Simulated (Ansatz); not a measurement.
Ideal-gas functions of GaH$_{3}$OSSi, SMILES `[O]1[SiH2][S][GaH]1` at 500 K and 1 bar, from an Ansatz frequency run at PBE0-D4/def2-TZVP.

Molar mass 148.9 g/mol, point group Cs (symmetry number 1), electronic degeneracy 1, moments of inertia 110.953, 172.445, 277.467 u Å². Harmonic wavenumbers (cm⁻¹, unscaled): 167, 323, 373, 467, 494, 546, 595, 636, 679, 870, 882, 989, 2077, 2232, 2233.

Use S(trans) = R[1.5 ln M + 2.5 ln T − 1.1517]; rotational temperatures θ = 24.2544 K / I; S(rot) = R[ln(√π/σ · √(T³/θAθBθC)) + 1.5]; for each mode x = 1.438777 ν̃/T, S = R[x/(eˣ − 1) − ln(1 − e⁻ˣ)] and H = RT x/(eˣ − 1); 1 cm⁻¹ = 0.0119627 kJ/mol; R = 8.31446 J/(mol·K).

Task: By hand: the entropy, in J/(mol·K).

Result: Translation 182.0. Rotation: θ = 0.2186, 0.1407, 0.0874 K, giving 119.3. Vibration, mode by mode: 14.49, 9.22, 8.11, 6.46, 6.06, 5.36, 4.79, 4.36, 3.95, 2.56, 2.50, 1.96, 0.15, 0.10, 0.10, in all 70.2. Electronic 0.0. Sum 371.5 J/(mol·K).

Task: By hand: H − E and G − E in kJ/mol, counted from the electronic energy.

Result: Zero-point energy ½ × 13563 × 0.0119627 = 81.1; thermal vibration 20.7; translation, rotation and pV give 4 RT = 16.6. H − E = 118.4 kJ/mol, and G − E = 118.4 − 500 × 371.5/1000 = -67.4 kJ/mol.

Vibration gives 19 % of the entropy.
